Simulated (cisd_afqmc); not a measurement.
Input (AFQMC/CISD/cc-pV(D+d)Z; cisd_afqmc is a phaseless AFQMC code with CISD trial states that reads the integrals written by Ansatz): A basis named .json is the Basis Set Exchange file of that set.

Ansatz 0.2 input:
```python
import cisd_afqmc

open("ham.yaml", "w").write("""\
crystal:
  periodic: [false, false, false]
  atoms:
    - {symbol: Si, position_ang: [-0.00000000, -0.00000000, -0.51407753]}
    - {symbol: C, position_ang: [0.00000000, 0.00000000, 1.19951423]}
basis:
  gaussian:
    orbitals: cc-pV_D+d_Z.json
magnetization: {spin_polarized: true, initial_magnetization: 2}
correlation: {method: ccsd, electrons: outside_noble_gas, hamiltonian_folder: ham}
""")
rep = cisd_afqmc.ansatz("ham.yaml")
e_ccsd = rep["correlation"]["coupled_cluster"]["energy"]["hartree"]
out = cisd_afqmc.run("ham", e_ccsd, trial="CISD", walkers=200, populations=8, threads=8, dt=0.005, steps=40, early=24, settle=10, least=32,
    cut=5e-5, rank_cut=2e-4, target=0.0004, seconds=1500, seed=1, memory=17280, gpu=False)
```

Output:

```
WARN ansatz::render: the results are in doubt because among natural orbitals full CI differs from the method by -0.082 eV
orbitals 31, occupied [5, 3], factors 149 of 391, rank of the doubles 115 of 214
E(HF) = -326.629164
E(CCSD) on the cut factors = -326.805565, shift to the whole factors -0.000007
Energy of the trial state on the determinant = -326.805481
  tau behind 7.2 of longer steps, mean of the populations' last blocks
   2.0  -326.81516
   4.0  -326.81517
   6.0  -326.81542
   8.0  -326.81566
blocks 377 (3 outliers left out), error by blocks joined: 1: 0.00015, 2: 0.00019, 4: 0.00024, 8: 0.00030, 16: 0.00033
E(AFQMC/CISD) = -326.81509 +/- 0.00033
```

The determinant is spin-contaminated: <S^2> is 2.52, 0.52 over the pure value.

The run carries these doubts: large difference.
